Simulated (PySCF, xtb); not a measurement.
C₂H₃N, SMILES [C-]#[N+]C.

Harmonic wavenumbers (cm⁻¹) from xtb with GFN2-xTB at its own minimum, in rising order: 330, 330, 1021, 1080, 1080, 1381, 1442, 1443, 2256, 2991, 2992, 3001.

Problem. What does PySCF with PBE0-D3(BJ)/def2-TZVP give at its own minimum? (An estimate is asked for; the answer gives what the named calculation found.)

Solution. 287, 287, 987, 1142, 1142, 1448, 1484, 1484, 2269, 3066, 3146, 3146. Paired by order, the mean absolute difference is 65 cm⁻¹ and the zero-point energies are 27.7 and 28.4 kcal/mol.
